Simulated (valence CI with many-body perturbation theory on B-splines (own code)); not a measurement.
**Missing levels of Gd²⁵⁺**

Computed by valence CI with perturbative core correlation (CI+MBPT): three valence electrons over a frozen Dirac-Fock core [Kr], a basis of 9 s, 9 p, 10 d, 8 f, 5 g, 3 h, 1 i functions for each j, with the one-electron correlation potential Σ1 (screened to all orders), the two-electron term Σ2, the three-electron term Σ3, Breit, model QED; selected single and double excitations, second order for the rest (own B-spline code, finite nucleus).

No measured spectrum was set against this ion. As an estimate, terms of the open shell hold to 2 to 4 % of their energy, and close levels can change places. Only levels of the ground parity were solved; by the run's estimate the other parity begins above the list, which can be wrong where configurations are misplaced.

| Level | E (eV) |
| --- | --- |
| (4d3/2^3) J=3/2 | 0.000 |
| (4d3/2^2 4d5/2) J=5/2 [a] | 5.596 |
| (4d3/2^2 4d5/2) J=3/2 | 7.857 |
| (4d3/2^2 4d5/2) J=7/2 | ? |
| (4d3/2^2 4d5/2) J=9/2 | 8.839 |
| (4d3/2^2 4d5/2) J=1/2 | 9.143 |
| (4d3/2^2 4d5/2) J=5/2 [b] | 13.902 |
| (4d3/2 4d5/2^2) J=7/2 [a] | 14.304 |
| (4d3/2 4d5/2^2) J=9/2 | 15.181 |
| (4d3/2 4d5/2^2) J=3/2 [a] | 16.686 |
| (4d3/2 4d5/2^2) J=1/2 | ? |
| (4d3/2 4d5/2^2) J=11/2 | 18.168 |
| (4d3/2 4d5/2^2) J=5/2 [a] | ? |
| (4d3/2 4d5/2^2) J=5/2 [b] | 20.013 |
| (4d3/2 4d5/2^2) J=7/2 [b] | 20.911 |
| (4d5/2^3) J=9/2 | 23.458 |
| (4d5/2^3) J=3/2 | ? |
| (4d3/2 4d5/2^2) J=3/2 [b] | ? |
| (4d5/2^3) J=5/2 | ? |

Levels are named by their leading jj configuration (3d3/2^4 stands for four electrons in 3d with j = 3/2), which in mixed levels can hold well under half, so a name can repeat and another be missing. Letters in brackets count levels of one name in rising energy.

(1) The levels stand in rising order. What does the calculation give for the missing energies?

Answers

(1) (4d3/2^2 4d5/2) J=7/2 8.152; (4d3/2 4d5/2^2) J=1/2 17.456; (4d3/2 4d5/2^2) J=5/2 [a] 19.012; (4d5/2^3) J=3/2 24.284; (4d3/2 4d5/2^2) J=3/2 [b] 29.076; (4d5/2^3) J=5/2 31.139.
